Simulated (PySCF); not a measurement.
## Calcium: a sound run and one with changed settings

Sound run: Ca [Ar] 4s2, Ca⁺ [Ar] 4s1. Calculation: PySCF 2.14, in x2c-TZVPall; scalar relativity by spin-free X2C-1e. The sound run starts from symmetry-adapted Hartree-Fock orbitals and uses a fine grid where one is needed.

Changed run: initial guess minao, at most 5 SCF cycles. This setting is unsound on purpose.

```json
{"species": "Ca", "method": "UHF", "sound run (hartree)": "-679.62020", "changed run (hartree)": "-679.62020", "converged": "no"}
{"species": "Ca", "method": "B3LYP", "sound run (hartree)": "-680.46720", "changed run (hartree)": "-680.46720", "converged": "yes"}
{"species": "Ca", "method": "PBE", "sound run (hartree)": "-680.22392", "changed run (hartree)": "-680.22392", "converged": "yes"}
{"species": "Ca⁺", "method": "UHF", "sound run (hartree)": "-679.43136", "changed run (hartree)": "-679.43136", "converged": "no"}
{"species": "Ca⁺", "method": "B3LYP", "sound run (hartree)": "-680.24048", "changed run (hartree)": "-680.24048", "converged": "no"}
{"species": "Ca⁺", "method": "PBE", "sound run (hartree)": "-679.99986", "changed run (hartree)": "-679.99986", "converged": "no"}
```

The SCF was stopped early; the energies are upper bounds that still move, and correlated levels were skipped or rest on poor orbitals.
